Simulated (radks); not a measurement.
Values are calculated unless marked as measured or tabulated.
Q: The caesium ion Cs+, [Xe]. Code: a radial shooting solver on a logarithmic mesh with Libxc functionals. Model: non-relativistic Kohn-Sham, PBE, spin-polarised, spherical densities, point nucleus. Every spin shell is full or empty, so the densities are truly spherical. Functionals are evaluated on that one density, not self-consistently. Rank these orbital-free kinetic functionals by their error against the exact value of the orbitals, and give that value: Thomas-Fermi, von Weizsacker, TF + vW, TF + vW/9, TF + vW/5, LC94, APBEK, revAPBEK, Perdew 92, Thakkar, Pearson, LKT, PG1, DePristo-Kress, Ernzerhof.

A: Exact: 7553.29 hartree. From best to worst, with 100 (|E| - |E exact|)/|E exact| (equal figures are ties): LC94 +0.05, APBEK +0.09, DePristo-Kress -0.13, revAPBEK +0.26, Ernzerhof -0.43, Thakkar -0.63, Perdew 92 -0.68, TF + vW/9 -0.69, Pearson -0.91, TF + vW/5 +2.89, Thomas-Fermi -5.17, PG1 +14.49, LKT +18.48, TF + vW +35.11, von Weizsacker -59.72.
